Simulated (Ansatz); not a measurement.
Consider the germylene formation by 1,1-elimination: `[F][GeH2][SiH3]` → `[GeH2]` + `F[SiH3]`.

Isolated molecules relaxed with PBE0-D4/def2-TZVP in Ansatz; ΔE leaves out vibrations. CCSD(T)/CBS is the MP2 limit (def2-TZVPP, def2-QZVPP) plus CCSD(T) − MP2 in def2-TZVPP, frozen cores. This one scheme is used for every species. Functionals use def2-TZVPP. B3LYP here is the variant with VWN-RPA as its local correlation; programs differ in this. For Ge outer-core shells are correlated without core-valence functions, which leaves a few kJ/mol of doubt a bond. Scalar relativity is left out up to krypton.

| species | B3LYP-D4 energy (Eh) |
| --- | --- |
| `[F][GeH2][SiH3]` | -2469.50896 |
| `[GeH2]` | -2078.19856 |
| `F[SiH3]` | -391.27327 |

Question: Work out ΔE.

Answer: ΔE = (-2078.19856) + (-391.27327) − (-2469.50896) = 0.03713 Eh = +23.3 kcal/mol. CCSD(T)/CBS gives +25.2 kcal/mol.

Question: What do rigid-rotor, harmonic-oscillator terms from PBE0-D4/def2-TZVP frequencies (298.15 K, 1 bar) make of the CCSD(T)/CBS value? (Best estimate.)

Answer: Computed: ΔZPE = -2.8 kcal/mol, ΔH = +23.1 kcal/mol, ΔS = 133 J/(mol·K), ΔG = +13.6 kcal/mol.

Largest T1 diagnostic among the species: 0.012.

In def2-TZVPP, CCSD(T) changes the Hartree–Fock value by +8.7 kcal/mol (the triples alone add +1.5 kcal/mol) and MP2 by +10.9 kcal/mol. At CCSD(T), def2-SVP lies +1.5 kcal/mol from the extrapolated value and def2-TZVPP +1.3 kcal/mol.
